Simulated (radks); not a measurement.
Coulomb parameter of the 3d shell of the iron ion Fe2+ in the model configuration [Ar] 3d5 4s1, as a second difference U = [E(n + 0.5) + E(n - 0.5) - 2 E(n)] / (0.5)^2 with all orbitals relaxed. "Bare": the charge of the atom changes with n. "Screened": the 4s shell takes up the change at fixed total charge, which measures U(3d,3d) + U(4s,4s) - 2 U(3d,4s). All-electron calculation, Dirac Kohn-Sham, PBE, spin-unpolarised, spherical densities, finite nucleus; open shells are shared between the two j in proportion to 2j + 1; Fermi nuclear charge, rms radius 3.7377 fm. Program: a radial shooting solver on a logarithmic mesh with Libxc functionals.

| case | configuration | E - E(n) (eV) |
|---|---|---|
| start | [Ar] 3d5 4s1 | 0.000 |
| bare +0.5 | [Ar] 3d5.5 4s1 | -13.804 |
| bare -0.5 | [Ar] 3d4.5 4s1 | 18.161 |
| screened +0.5 | [Ar] 3d5.5 4s0.5 | -4.211 |
| screened -0.5 | [Ar] 3d4.5 4s1.5 | 5.300 |

U(bare) = 17.430 eV, U(screened by 4s) = 4.356 eV.
